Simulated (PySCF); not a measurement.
Al(Cl)(H)(nPr) (C3H8AlCl), SMILES CC[CH2][AlH][Cl].

The structure is a stationary point at B3LYP-D3(BJ)/def2-SVP. The values are those of a single conformer.

Vertical ionisation energy (IE) and electron affinity (EA) in eV. Rows of orbital energies are one-electron estimates. Where ΔSCF, EOM or ADC give a negative EA the extra electron is unbound and the value depends on the basis.

```json
[
 {"level": "−ε(HOMO), −ε(LUMO), CAM-B3LYP/def2-TZVP (PySCF)", "IE": "9.18", "EA": "0.26"},
 {"level": "−ε(HOMO), −ε(LUMO), PBE/def2-TZVP (PySCF)", "IE": "6.57", "EA": "1.94"}
]
```
